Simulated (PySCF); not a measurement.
## Dipole response of Sn- (tin, charge -1)

[Kr] 4d10 5s2 5p3, high-spin 4S determinant. Computed with PySCF 2.14 in def2-TZVPPD with the def2 core potential (28 electrons), with a scalar-relativistic core potential. Coupled (time-dependent) response in atomic units; α is the mean over directions.

| method | mean α (bohr³) | C₆ (like pair) | S(−4) |
| --- | --- | --- | --- |
| UHF | 134.9 | 2151 | 7738 |
| wB97M-V | 141.0 | 2123 | 10500 |

S(−4) is the Cauchy moment in α(ω) = α(0) + S(−4) ω² + …

α(iu) at wB97M-V:

```tsv
u (hartree)	α(iu) (bohr³)
0	141.0
0.0500	120.4
0.100	88.67
0.200	49.35
0.300	31.07
0.500	15.96
0.750	9.097
1.00	6.094
1.50	3.497
2.00	2.365
3.00	1.341
5.00	0.6134
```

For an ion, C₆ is the dispersion term alone; charge-induced terms of lower order in 1/R come first.

Energies and moments cover only the electrons outside the core potential.
